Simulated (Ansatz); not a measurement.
A short molecular-dynamics run on NiHg₅Te₄Cl₄, a doped nanocrystal cut from zinc blende HgTe (Ni for one cation, 4 Cl caps).

```yaml
crystal:
  periodic: [false, false, false]
  atoms:
    - {symbol: Te, position_ang: [-1.914798, 2.359700, -1.532752]}
    - {symbol: Te, position_ang: [1.813147, -1.448876, -2.058930]}
    - {symbol: Te, position_ang: [-1.715800, -1.125194, 1.531060]}
    - {symbol: Te, position_ang: [2.167076, 2.079202, 1.966534]}
    - {symbol: Ni, position_ang: [-2.553768, 0.076854, -0.543383]}
    - {symbol: Hg, position_ang: [-0.339881, -2.684937, -0.268237]}
    - {symbol: Hg, position_ang: [0.023536, 0.580889, -2.463761]}
    - {symbol: Hg, position_ang: [0.196603, 2.756113, 0.175582]}
    - {symbol: Hg, position_ang: [2.512361, 0.373384, -0.163466]}
    - {symbol: Hg, position_ang: [0.112542, 0.294112, 3.038684]}
    - {symbol: Cl, position_ang: [-2.547718, -1.401220, -2.161410]}
    - {symbol: Cl, position_ang: [-0.064451, -4.945888, -0.976945]}
    - {symbol: Cl, position_ang: [2.031260, 2.613294, -1.972314]}
    - {symbol: Cl, position_ang: [0.279901, 0.472565, 5.429338]}
basis:
  gaussian: {orbitals: def2-SVP}
magnetization: {spin_polarized: true, initial_magnetization: 2}
hamiltonian: {xc: {name: revPBE}}
md: {timestep: 1 fs, n_steps: 25, ensemble: nvt_nose_hoover, temperature: 500, initial_velocities: maxwell_boltzmann, seed: 39}
scf: {omitted_lower_state_checks: [starts]}
```

```sh
$ ansatz run in.yaml --threads 2 --pin off --events-out ev --progress --plain --max-ram 31744MiB --backend cuda --devices 0, --max-vram 18GiB
```

```csv
step,time (fs),potential energy (eV),kinetic (eV),T (K),conserved (eV)
0,0.0,-141182.8034,0.7756,500,-141182.0278
1,1.0,-141182.8076,0.7798,503,-141182.0278
2,2.0,-141182.8113,0.7834,505,-141182.0278
3,3.0,-141182.8143,0.7865,507,-141182.0278
4,4.0,-141182.8168,0.7889,509,-141182.0278
5,5.0,-141182.8186,0.7908,510,-141182.0278
6,6.0,-141182.8199,0.7920,511,-141182.0278
7,7.0,-141182.8205,0.7927,511,-141182.0278
8,8.0,-141182.8206,0.7927,511,-141182.0278
9,9.0,-141182.8201,0.7922,511,-141182.0278
10,10.0,-141182.8190,0.7911,510,-141182.0278
11,11.0,-141182.8174,0.7894,509,-141182.0278
12,12.0,-141182.8152,0.7872,508,-141182.0278
13,13.0,-141182.8125,0.7845,506,-141182.0278
14,14.0,-141182.8092,0.7812,504,-141182.0278
15,15.0,-141182.8054,0.7774,501,-141182.0278
16,16.0,-141182.8012,0.7731,498,-141182.0278
17,17.0,-141182.7964,0.7683,495,-141182.0278
18,18.0,-141182.7912,0.7630,492,-141182.0278
19,19.0,-141182.7855,0.7573,488,-141182.0278
20,20.0,-141182.7794,0.7511,484,-141182.0278
21,21.0,-141182.7728,0.7445,480,-141182.0278
22,22.0,-141182.7658,0.7376,476,-141182.0278
23,23.0,-141182.7585,0.7302,471,-141182.0278
24,24.0,-141182.7508,0.7225,466,-141182.0278
25,25.0,-141182.7427,0.7144,461,-141182.0278
```

Velocities are drawn at the set temperature; a run this short doesn't reach equilibrium.

In the def2 sets Hg, Te take a core potential; there is no spin–orbit coupling.

Frames (Å, forces in eV/Å):

```xyz
14
time=0.0 fs
Te   -1.915    2.360   -1.533   -0.414    0.151   -0.096
Te    1.813   -1.449   -2.059    0.238   -0.365   -0.250
Te   -1.716   -1.125    1.531   -0.356   -0.024    0.105
Te    2.167    2.079    1.967    0.277    0.198    0.339
Ni   -2.554    0.077   -0.543   -0.043    0.080    0.049
Hg   -0.340   -2.685   -0.268    0.085   -0.005    0.089
Hg    0.024    0.581   -2.464   -0.056    0.034   -0.264
Hg    0.197    2.756    0.176   -0.104    0.286    0.087
Hg    2.512    0.373   -0.163    0.283   -0.080    0.054
Hg    0.113    0.294    3.039    0.052   -0.033   -0.016
Cl   -2.548   -1.401   -2.161   -0.200   -0.106   -0.180
Cl   -0.064   -4.946   -0.977    0.031   -0.349   -0.093
Cl    2.031    2.613   -1.972    0.194    0.196   -0.190
Cl    0.280    0.473    5.429    0.011    0.016    0.368
14
time=1.0 fs
Te   -1.916    2.362   -1.531   -0.403    0.136   -0.097
Te    1.813   -1.452   -2.060    0.241   -0.338   -0.230
Te   -1.717   -1.129    1.532   -0.356   -0.006    0.091
Te    2.167    2.083    1.965    0.279    0.185    0.340
Ni   -2.558    0.077   -0.544   -0.028    0.078    0.068
Hg   -0.340   -2.685   -0.270    0.085    0.005    0.095
Hg    0.024    0.581   -2.462   -0.051    0.048   -0.260
Hg    0.197    2.756    0.175   -0.100    0.287    0.067
Hg    2.514    0.373   -0.162    0.272   -0.078    0.031
Hg    0.112    0.295    3.038    0.052   -0.033   -0.016
Cl   -2.543   -1.402   -2.160   -0.206   -0.109   -0.187
Cl   -0.068   -4.946   -0.978    0.033   -0.361   -0.097
Cl    2.034    2.618   -1.980    0.172    0.172   -0.165
Cl    0.280    0.472    5.429    0.011    0.017    0.361
14
time=3.0 fs
Te   -1.919    2.365   -1.527   -0.381    0.106   -0.099
Te    1.813   -1.457   -2.063    0.246   -0.285   -0.190
Te   -1.718   -1.136    1.534   -0.357    0.028    0.066
Te    2.167    2.092    1.963    0.284    0.157    0.341
Ni   -2.566    0.078   -0.545    0.001    0.072    0.102
Hg   -0.340   -2.686   -0.273    0.084    0.021    0.105
Hg    0.025    0.580   -2.458   -0.040    0.074   -0.252
Hg    0.198    2.757    0.175   -0.094    0.289    0.028
Hg    2.518    0.372   -0.159    0.249   -0.075   -0.014
Hg    0.109    0.295    3.037    0.051   -0.033   -0.013
Cl   -2.533   -1.404   -2.159   -0.218   -0.111   -0.199
Cl   -0.076   -4.946   -0.980    0.035   -0.382   -0.103
Cl    2.041    2.626   -1.995    0.129    0.123   -0.115
Cl    0.282    0.471    5.430    0.013    0.017    0.344
14
time=4.0 fs
Te   -1.920    2.367   -1.525   -0.370    0.090   -0.100
Te    1.813   -1.460   -2.064    0.248   -0.259   -0.170
Te   -1.719   -1.140    1.536   -0.357    0.044    0.053
Te    2.166    2.096    1.962    0.286    0.143    0.342
Ni   -2.570    0.078   -0.545    0.015    0.068    0.117
Hg   -0.340   -2.686   -0.275    0.084    0.028    0.109
Hg    0.026    0.580   -2.456   -0.035    0.087   -0.248
Hg    0.199    2.757    0.174   -0.092    0.290    0.009
Hg    2.520    0.371   -0.158    0.238   -0.074   -0.036
Hg    0.108    0.296    3.036    0.050   -0.032   -0.010
Cl   -2.528   -1.404   -2.158   -0.224   -0.111   -0.204
Cl   -0.080   -4.947   -0.981    0.036   -0.390   -0.105
Cl    2.044    2.631   -2.003    0.107    0.099   -0.091
Cl    0.282    0.471    5.430    0.013    0.018    0.334
14
time=6.0 fs
Te   -1.923    2.371   -1.521   -0.348    0.060   -0.101
Te    1.813   -1.466   -2.066    0.251   -0.207   -0.131
Te   -1.721   -1.147    1.538   -0.356    0.077    0.029
Te    2.166    2.104    1.960    0.290    0.114    0.342
Ni   -2.578    0.079   -0.546    0.043    0.058    0.145
Hg   -0.340   -2.686   -0.278    0.085    0.038    0.117
Hg    0.027    0.579   -2.452   -0.024    0.112   -0.241
Hg    0.200    2.758    0.174   -0.088    0.292   -0.029
Hg    2.524    0.370   -0.155    0.217   -0.071   -0.078
Hg    0.106    0.297    3.035    0.050   -0.032   -0.002
Cl   -2.519   -1.406   -2.156   -0.235   -0.109   -0.210
Cl   -0.088   -4.948   -0.983    0.037   -0.404   -0.109
Cl    2.050    2.640   -2.018    0.064    0.053   -0.044
Cl    0.283    0.470    5.431    0.014    0.018    0.312
14
time=7.0 fs
Te   -1.925    2.373   -1.519   -0.337    0.045   -0.101
Te    1.813   -1.469   -2.067    0.252   -0.181   -0.112
Te   -1.722   -1.150    1.539   -0.356    0.093    0.018
Te    2.166    2.108    1.959    0.292    0.100    0.342
Ni   -2.582    0.079   -0.546    0.057    0.053    0.157
Hg   -0.341   -2.687   -0.280    0.086    0.041    0.120
Hg    0.027    0.579   -2.450   -0.018    0.124   -0.237
Hg    0.200    2.759    0.173   -0.086    0.293   -0.047
Hg    2.526    0.369   -0.154    0.207   -0.069   -0.098
Hg    0.105    0.297    3.035    0.049   -0.031    0.003
Cl   -2.515   -1.407   -2.156   -0.240   -0.107   -0.212
Cl   -0.091   -4.949   -0.984    0.037   -0.408   -0.110
Cl    2.053    2.644   -2.026    0.043    0.030   -0.022
Cl    0.284    0.469    5.431    0.015    0.018    0.300
14
time=9.0 fs
Te   -1.928    2.377   -1.515   -0.315    0.015   -0.102
Te    1.813   -1.474   -2.070    0.255   -0.130   -0.074
Te   -1.724   -1.157    1.541   -0.354    0.124   -0.004
Te    2.166    2.116    1.957    0.295    0.071    0.341
Ni   -2.590    0.080   -0.547    0.084    0.040    0.178
Hg   -0.341   -2.687   -0.283    0.087    0.045    0.125
Hg    0.028    0.578   -2.446   -0.007    0.148   -0.230
Hg    0.202    2.759    0.173   -0.084    0.294   -0.083
Hg    2.530    0.368   -0.151    0.186   -0.067   -0.136
Hg    0.103    0.298    3.034    0.049   -0.030    0.015
Cl   -2.506   -1.409   -2.154   -0.251   -0.100   -0.214
Cl   -0.099   -4.950   -0.986    0.037   -0.414   -0.111
Cl    2.060    2.653   -2.041    0.002   -0.014    0.022
Cl    0.285    0.469    5.433    0.015    0.018    0.273
14
time=10.0 fs
Te   -1.929    2.379   -1.513   -0.303    0.000   -0.103
Te    1.813   -1.477   -2.071    0.255   -0.105   -0.055
Te   -1.726   -1.161    1.543   -0.353    0.139   -0.014
Te    2.166    2.121    1.956    0.297    0.057    0.340
Ni   -2.593    0.080   -0.547    0.097    0.033    0.186
Hg   -0.341   -2.687   -0.284    0.088    0.044    0.127
Hg    0.029    0.578   -2.444   -0.001    0.159   -0.227
Hg    0.202    2.760    0.173   -0.083    0.295   -0.100
Hg    2.532    0.367   -0.150    0.176   -0.066   -0.153
Hg    0.102    0.298    3.033    0.048   -0.030    0.023
Cl   -2.501   -1.410   -2.154   -0.256   -0.095   -0.214
Cl   -0.103   -4.951   -0.987    0.037   -0.415   -0.111
Cl    2.063    2.658   -2.049   -0.018   -0.036    0.043
Cl    0.286    0.468    5.434    0.015    0.018    0.258
14
time=12.0 fs
Te   -1.933    2.382   -1.510   -0.281   -0.029   -0.103
Te    1.814   -1.483   -2.074    0.256   -0.056   -0.018
Te   -1.728   -1.168    1.545   -0.350    0.169   -0.034
Te    2.166    2.129    1.955    0.300    0.028    0.338
Ni   -2.601    0.081   -0.547    0.124    0.018    0.200
Hg   -0.341   -2.688   -0.288    0.090    0.041    0.129
Hg    0.030    0.578   -2.440    0.010    0.181   -0.221
Hg    0.203    2.761    0.172   -0.082    0.297   -0.133
Hg    2.536    0.366   -0.147    0.157   -0.064   -0.187
Hg    0.100    0.299    3.032    0.048   -0.029    0.039
Cl   -2.493   -1.412   -2.153   -0.266   -0.084   -0.211
Cl   -0.110   -4.954   -0.989    0.036   -0.413   -0.110
Cl    2.070    2.667   -2.064   -0.057   -0.077    0.084
Cl    0.287    0.467    5.435    0.015    0.018    0.228
14
time=14.0 fs
Te   -1.936    2.386   -1.506   -0.259   -0.058   -0.103
Te    1.814   -1.489   -2.076    0.256   -0.008    0.017
Te   -1.730   -1.175    1.547   -0.346    0.197   -0.053
Te    2.166    2.137    1.953    0.302   -0.001    0.335
Ni   -2.609    0.082   -0.548    0.150    0.001    0.209
Hg   -0.341   -2.688   -0.291    0.093    0.033    0.130
Hg    0.031    0.577   -2.436    0.020    0.201   -0.216
Hg    0.204    2.762    0.171   -0.082    0.299   -0.164
Hg    2.540    0.365   -0.144    0.138   -0.061   -0.219
Hg    0.098    0.300    3.031    0.048   -0.028    0.057
Cl   -2.485   -1.414   -2.153   -0.276   -0.070   -0.205
Cl   -0.118   -4.957   -0.992    0.035   -0.405   -0.107
Cl    2.076    2.676   -2.080   -0.095   -0.117    0.122
Cl    0.288    0.466    5.438    0.014    0.018    0.195
14
time=15.0 fs
Te   -1.938    2.388   -1.504   -0.248   -0.073   -0.103
Te    1.814   -1.492   -2.078    0.255    0.016    0.035
Te   -1.731   -1.179    1.548   -0.343    0.211   -0.061
Te    2.167    2.142    1.952    0.303   -0.016    0.334
Ni   -2.613    0.082   -0.548    0.163   -0.009    0.213
Hg   -0.341   -2.688   -0.292    0.094    0.027    0.130
Hg    0.031    0.577   -2.434    0.026    0.211   -0.214
Hg    0.205    2.762    0.171   -0.082    0.300   -0.179
Hg    2.542    0.364   -0.143    0.129   -0.060   -0.233
Hg    0.098    0.300    3.030    0.047   -0.028    0.066
Cl   -2.481   -1.415   -2.152   -0.280   -0.061   -0.201
Cl   -0.121   -4.958   -0.993    0.035   -0.399   -0.105
Cl    2.079    2.680   -2.087   -0.113   -0.136    0.140
Cl    0.289    0.466    5.439    0.014    0.017    0.178
14
time=17.0 fs
Te   -1.941    2.392   -1.500   -0.226   -0.101   -0.102
Te    1.815   -1.498   -2.080    0.254    0.061    0.069
Te   -1.734   -1.186    1.551   -0.338    0.238   -0.078
Te    2.167    2.150    1.951    0.304   -0.045    0.329
Ni   -2.620    0.083   -0.548    0.188   -0.028    0.217
Hg   -0.341   -2.689   -0.295    0.097    0.012    0.127
Hg    0.032    0.577   -2.431    0.036    0.230   -0.209
Hg    0.206    2.763    0.170   -0.083    0.301   -0.208
Hg    2.546    0.363   -0.140    0.112   -0.058   -0.260
Hg    0.096    0.301    3.029    0.047   -0.027    0.086
Cl   -2.473   -1.418   -2.152   -0.290   -0.043   -0.191
Cl   -0.129   -4.962   -0.996    0.033   -0.384   -0.099
Cl    2.086    2.689   -2.103   -0.148   -0.172    0.175
Cl    0.290    0.465    5.441    0.013    0.017    0.144
14
time=18.0 fs
Te   -1.943    2.394   -1.498   -0.215   -0.115   -0.102
Te    1.815   -1.501   -2.082    0.253    0.083    0.086
Te   -1.735   -1.189    1.552   -0.335    0.250   -0.086
Te    2.167    2.154    1.950    0.305   -0.059    0.327
Ni   -2.624    0.083   -0.548    0.201   -0.038    0.217
Hg   -0.341   -2.689   -0.297    0.099    0.004    0.126
Hg    0.033    0.577   -2.429    0.041    0.239   -0.207
Hg    0.206    2.764    0.170   -0.084    0.302   -0.221
Hg    2.548    0.362   -0.139    0.103   -0.057   -0.273
Hg    0.095    0.301    3.029    0.047   -0.027    0.097
Cl   -2.469   -1.419   -2.152   -0.295   -0.034   -0.185
Cl   -0.133   -4.964   -0.997    0.032   -0.375   -0.096
Cl    2.089    2.693   -2.110   -0.165   -0.189    0.191
Cl    0.291    0.465    5.442    0.013    0.017    0.126
14
time=20.0 fs
Te   -1.946    2.398   -1.495   -0.193   -0.143   -0.101
Te    1.816   -1.506   -2.084    0.250    0.127    0.118
Te   -1.738   -1.196    1.554   -0.328    0.275   -0.101
Te    2.167    2.163    1.949    0.306   -0.088    0.321
Ni   -2.632    0.084   -0.547    0.226   -0.059    0.216
Hg   -0.341   -2.689   -0.300    0.102   -0.017    0.122
Hg    0.034    0.576   -2.425    0.050    0.255   -0.204
Hg    0.207    2.765    0.169   -0.086    0.303   -0.246
Hg    2.552    0.361   -0.137    0.087   -0.055   -0.296
Hg    0.093    0.302    3.028    0.047   -0.027    0.118
Cl   -2.462   -1.421   -2.152   -0.304   -0.013   -0.172
Cl   -0.140   -4.968   -1.000    0.030   -0.353   -0.088
Cl    2.095    2.701   -2.125   -0.198   -0.222    0.223
Cl    0.292    0.464    5.445    0.011    0.016    0.090
14
time=21.0 fs
Te   -1.948    2.399   -1.493   -0.183   -0.157   -0.100
Te    1.816   -1.509   -2.085    0.248    0.148    0.134
Te   -1.739   -1.199    1.555   -0.324    0.287   -0.108
Te    2.168    2.167    1.948    0.306   -0.103    0.318
Ni   -2.635    0.084   -0.547    0.238   -0.070    0.214
Hg   -0.341   -2.690   -0.302    0.104   -0.028    0.119
Hg    0.035    0.576   -2.423    0.055    0.263   -0.202
Hg    0.208    2.766    0.169   -0.087    0.304   -0.258
Hg    2.554    0.360   -0.135    0.079   -0.053   -0.307
Hg    0.092    0.303    3.027    0.047   -0.026    0.129
Cl   -2.459   -1.422   -2.152   -0.308   -0.002   -0.165
Cl   -0.144   -4.970   -1.001    0.029   -0.340   -0.084
Cl    2.098    2.705   -2.132   -0.213   -0.238    0.237
Cl    0.292    0.464    5.446    0.011    0.016    0.072
14
time=23.0 fs
Te   -1.952    2.403   -1.489   -0.162   -0.184   -0.099
Te    1.817   -1.515   -2.088    0.245    0.188    0.165
Te   -1.742   -1.206    1.557   -0.316    0.311   -0.121
Te    2.168    2.175    1.947    0.305   -0.131    0.311
Ni   -2.642    0.085   -0.547    0.262   -0.091    0.209
Hg   -0.341   -2.690   -0.305    0.107   -0.054    0.113
Hg    0.036    0.576   -2.420    0.064    0.277   -0.200
Hg    0.209    2.767    0.168   -0.089    0.305   -0.281
Hg    2.559    0.359   -0.133    0.064   -0.051   -0.326
Hg    0.090    0.303    3.026    0.046   -0.026    0.150
Cl   -2.452   -1.425   -2.153   -0.317    0.021   -0.149
Cl   -0.151   -4.975   -1.004    0.026   -0.312   -0.074
Cl    2.103    2.713   -2.147   -0.243   -0.268    0.265
Cl    0.294    0.463    5.449    0.009    0.015    0.037
14
time=25.0 fs
Te   -1.955    2.407   -1.486   -0.142   -0.210   -0.097
Te    1.818   -1.521   -2.090    0.240    0.227    0.194
Te   -1.745   -1.213    1.559   -0.308    0.333   -0.133
Te    2.169    2.183    1.946    0.304   -0.160    0.303
Ni   -2.649    0.085   -0.546    0.285   -0.113    0.201
Hg   -0.341   -2.691   -0.308    0.111   -0.082    0.105
Hg    0.037    0.576   -2.416    0.072    0.290   -0.197
Hg    0.210    2.768    0.167   -0.092    0.306   -0.301
Hg    2.563    0.358   -0.131    0.049   -0.048   -0.343
Hg    0.088    0.304    3.025    0.046   -0.026    0.171
Cl   -2.445   -1.427   -2.153   -0.326    0.045   -0.133
Cl   -0.158   -4.980   -1.007    0.024   -0.281   -0.064
Cl    2.109    2.721   -2.161   -0.271   -0.296    0.291
Cl    0.295    0.462    5.452    0.008    0.014    0.001
```

It took 2.4 min on 2 threads of AMD EPYC 7R13 on a shared host and a share (18 GiB) of an NVIDIA H100 80GB HBM3, peak host memory 1.2 GiB.
